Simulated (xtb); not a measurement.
C3H8NO, charge +1, singlet, from a rough starting geometry; GFN2-xTB in xtb.

The xtb input:
```
$ xtb mol.xyz --gfn 2 --chrg 1 --opt vtight --json

# file mol.xyz
13

C     -0.10420954     1.29446032    -0.37007923
N      0.11102552     0.04336970     0.37974591
C     -0.95077540    -0.97569890     0.16329616
C      1.43926817    -0.47240717     0.03736264
O      1.59641914    -0.96376047    -1.02525646
H     -0.16363404     0.93747280    -1.44796666
H      0.59557308     1.99099801    -0.20250206
H     -1.11303108     1.76023575    -0.17523281
H      0.06990963     0.33331461     1.44401992
H     -0.89444504    -1.23356991    -0.84579271
H     -0.77729987    -1.82534404     0.80071990
H     -1.95184091    -0.55976557     0.38942905
H      2.18742859    -0.39524972     0.81912535
```

The log (banner, timings and long lists left out):

```
   ID    Z sym.   atoms
    1    6 C      1, 3, 4
    2    7 N      2
    3    8 O      5
    4    1 H      6-13

           -------------------------------------------------
          |                Calculation Setup                |
           -------------------------------------------------

           -------------------------------------------------
          |                 G F N 2 - x T B                 |
           -------------------------------------------------

          ...................................................
          :                      SETUP                      :
          :.................................................:
          :  # basis functions                  28          :
          :  # atomic orbitals                  28          :
          :  # shells                           18          :
          :  # electrons                        30          :
          :  max. iterations                   250          :
          :  Hamiltonian                  GFN2-xTB          :
          :  restarted?                      false          :
          :  GBSA solvation                  false          :
          :  PC potential                    false          :
          :  electronic temp.          300.0000000     K    :
          :  accuracy                    1.0000000          :
          :  -> integral cutoff          0.2500000E+02      :
          :  -> integral neglect         0.1000000E-07      :
          :  -> SCF convergence          0.1000000E-05 Eh   :
          :  -> wf. convergence          0.1000000E-03 e    :
          :  Broyden damping             0.4000000          :
          :  net charge                          1          :
          :  unpaired electrons                  0          :
          ...................................................

 iter      E             dE          RMSdq      gap      omega  full diag
   1    -17.1256286 -0.171256E+02  0.441E+00    4.53       0.0  T
   2    -17.2077115 -0.820829E-01  0.264E+00    4.02       1.0  T
   3    -17.2132102 -0.549862E-02  0.164E+00    4.33       1.0  T
   4    -17.2140716 -0.861437E-03  0.356E-01    4.06       1.0  T
   5    -17.2151740 -0.110241E-02  0.105E-01    4.17       1.0  T
   6    -17.2151882 -0.141541E-04  0.261E-02    4.17       1.1  T
   7    -17.2151885 -0.363749E-06  0.907E-03    4.17       3.1  T
   8    -17.2151886 -0.542344E-07  0.205E-03    4.17      13.5  T
   9    -17.2151886 -0.561469E-08  0.606E-04    4.17      45.8  T
  10    -17.2151886 -0.558494E-09  0.211E-04    4.17     131.2  T

   *** convergence criteria satisfied after 10 iterations ***

         :::::::::::::::::::::::::::::::::::::::::::::::::::::
         ::                     SUMMARY                     ::
         :::::::::::::::::::::::::::::::::::::::::::::::::::::
         :: total energy             -17.000630448977 Eh    ::
         :: gradient norm              0.163867792905 Eh/a0 ::
         :: HOMO-LUMO gap              4.167890089526 eV    ::
         ::.................................................::
         :: SCC energy               -17.215181669465 Eh    ::
         :: -> isotropic ES            0.121194972804 Eh    ::
         :: -> anisotropic ES         -0.006720041490 Eh    ::
         :: -> anisotropic XC          0.010329418967 Eh    ::
         :: -> dispersion             -0.005583200735 Eh    ::
         :: repulsion energy           0.214551220489 Eh    ::
         :: add. restraining           0.000000000000 Eh    ::
         :: total charge               1.000000000000 e     ::
         :::::::::::::::::::::::::::::::::::::::::::::::::::::

      -----------------------------------------------------------
     |                   =====================                   |
     |                        A N C O P T                        |
     |                   =====================                   |
     |               Approximate Normal Coordinate               |
     |                Rational Function Optimizer                |
      -----------------------------------------------------------
      -----------------------------------------------------------
     |                   =====================                   |
     |                        A N C O P T                        |
     |                   =====================                   |
     |               Approximate Normal Coordinate               |
     |                Rational Function Optimizer                |
      -----------------------------------------------------------

          ...................................................
          :                      SETUP                      :
          :.................................................:
          :   optimization level         verytight          :
          :   max. optcycles                   260          :
          :   ANC micro-cycles                  20          :
          :   degrees of freedom                33          :
          :.................................................:
          :   RF solver                   davidson          :
          :   write xtbopt.log                true          :
          :   linear?                        false          :
          :   energy convergence         0.1000000E-06 Eh   :
          :   grad. convergence          0.2000000E-03 Eh/α :
          :   maxmium RF displ.          1.0000000          :
          :   Hlow (freq-cutoff)         0.1000000E-01      :
          :   Hmax (freq-cutoff)         5.0000000          :
          :   S6 in model hess.         20.0000000          :
          ...................................................

generating ANC from exact Hessian ...
Using Lindh-Hessian (1995)
 Shifting diagonal of input Hessian by    0.0000000000000000
 Lowest  eigenvalues of input Hessian
    0.000000    0.000000    0.000000    0.000000    0.000000    0.000000
[...]
 * total energy  :   -17.0187731 Eh     change        0.1996628E-04 Eh
 * total energy  :   -17.0188801 Eh     change       -0.1069484E-03 Eh
 * total energy  :   -17.0188740 Eh     change        0.6092842E-05 Eh
 * total energy  :   -17.0188913 Eh     change       -0.1727081E-04 Eh
 * total energy  :   -17.0188948 Eh     change       -0.3570137E-05 Eh
 * total energy  :   -17.0189026 Eh     change       -0.7776153E-05 Eh
 * total energy  :   -17.0189062 Eh     change       -0.3626171E-05 Eh
 * total energy  :   -17.0189089 Eh     change       -0.2701041E-05 Eh
 * total energy  :   -17.0189097 Eh     change       -0.7600199E-06 Eh
 * total energy  :   -17.0189099 Eh     change       -0.2309947E-06 Eh
 * total energy  :   -17.0189101 Eh     change       -0.1264034E-06 Eh
 * total energy  :   -17.0189101 Eh     change       -0.3934852E-07 Eh
   *** GEOMETRY OPTIMIZATION CONVERGED AFTER 32 ITERATIONS ***
         :: total energy             -17.018910090914 Eh    ::
[...]
         :: -> anisotropic XC          0.010443549700 Eh    ::
         :: -> dispersion             -0.005537731440 Eh    ::
         :: repulsion energy           0.210205663003 Eh    ::
         :: add. restraining           0.000000000000 Eh    ::
         :: total charge               1.000000000000 e     ::
         :::::::::::::::::::::::::::::::::::::::::::::::::::::

           -------------------------------------------------
          |                Property Printout                |
           -------------------------------------------------

    * Orbital Energies and Occupations

         #    Occupation            Energy/Eh            Energy/eV
      -------------------------------------------------------------
         1        2.0000           -0.9617429             -26.1704
       ...           ...                  ...                  ...
         3        2.0000           -0.8695998             -23.6630
         4        2.0000           -0.8624201             -23.4676
         5        2.0000           -0.8330041             -22.6672
         6        2.0000           -0.8139570             -22.1489
         7        2.0000           -0.7796020             -21.2140
         8        2.0000           -0.7623939             -20.7458
         9        2.0000           -0.7566111             -20.5884
        10        2.0000           -0.7388992             -20.1065
        11        2.0000           -0.6951211             -18.9152
        12        2.0000           -0.6871914             -18.6994
        13        2.0000           -0.6780306             -18.4502
        14        2.0000           -0.6735005             -18.3269
        15        2.0000           -0.6477526             -17.6262 (HOMO)
        16                         -0.4869562             -13.2508 (LUMO)
        17                         -0.2779783              -7.5642
        18                         -0.2084543              -5.6723
        19                         -0.1636066              -4.4520
        20                         -0.1474498              -4.0123
        21                         -0.0552523              -1.5035
        22                         -0.0265979              -0.7238
        23                         -0.0076072              -0.2070
        24                          0.0143872               0.3915
        25                          0.0172776               0.4701
        26                          0.0321059               0.8736
       ...                                ...                  ...
        28                          0.4976947              13.5430
      -------------------------------------------------------------
                  HL-Gap            0.1607964 Eh            4.3755 eV
             Fermi-level           -0.5673544 Eh          -15.4385 eV

     #   Z          covCN         q      C6AA      α(0)
     1   6 C        3.696    -0.100    22.584     6.798
     2   7 N        3.572     0.029    20.726     6.762
     3   6 C        3.694    -0.098    22.568     6.797
     4   6 C        2.695     0.246    22.877     7.828
     5   8 O        0.856    -0.155    17.354     5.585
     6   1 H        0.925     0.119     1.622     1.992
     7   1 H        0.925     0.112     1.680     2.027
     8   1 H        0.925     0.124     1.578     1.964
     9   1 H        0.859     0.248     0.892     1.479
    10   1 H        0.925     0.124     1.579     1.965
    11   1 H        0.925     0.120     1.611     1.985
    12   1 H        0.925     0.116     1.643     2.005
    13   1 H        0.924     0.114     1.662     2.016

 Mol. C6AA /au·bohr⁶  :       1075.408054
 Mol. C8AA /au·bohr⁸  :      22770.044538
 Mol. α(0) /au        :         49.202786

Wiberg/Mayer (AO) data.
largest (>0.10) Wiberg bond orders for each atom

 ---------------------------------------------------------------------------
     #   Z sym  total        # sym  WBO       # sym  WBO       # sym  WBO
 ---------------------------------------------------------------------------
     1   6 C    3.898 --     6 H    0.974     7 H    0.973     8 H    0.968
                             2 N    0.940
     2   7 N    3.764 --     3 C    0.948     1 C    0.940     9 H    0.898
                             4 C    0.859     5 O    0.106
     3   6 C    3.895 --    12 H    0.971    11 H    0.971    10 H    0.971
                             2 N    0.948
     4   6 C    3.906 --     5 O    2.083    13 H    0.918     2 N    0.859
     5   8 O    2.272 --     4 C    2.083     2 N    0.106
     6   1 H    0.986 --     1 C    0.974
     7   1 H    0.987 --     1 C    0.973
     8   1 H    0.985 --     1 C    0.968
     9   1 H    0.939 --     2 N    0.898
    10   1 H    0.985 --     3 C    0.971
    11   1 H    0.986 --     3 C    0.971
    12   1 H    0.986 --     3 C    0.971
    13   1 H    0.987 --     4 C    0.918
 ---------------------------------------------------------------------------

Topologies differ in total number of bonds
Writing topology from bond orders to xtbtopo.mol

molecular dipole:
                 x           y           z       tot (Debye)
 q only:       -0.043       0.562       0.584
   full:        0.006       0.772       0.845       2.910
molecular quadrupole (traceless):
                xx          xy          yy          xz          yz          zz
 q only:        1.713       2.855      -0.393       1.167      -1.181      -1.320
  q+dip:        1.915       3.657      -2.266       1.427      -0.805       0.351
   full:        1.646       3.643      -2.287       1.591      -1.637       0.641

optimized geometry written to: xtbopt.xyz

           -------------------------------------------------
          | TOTAL ENERGY              -17.018910090914 Eh   |
          | GRADIENT NORM               0.000067875168 Eh/α |
          | HOMO-LUMO GAP               4.375491527842 eV   |
           -------------------------------------------------

normal termination of xtb
```
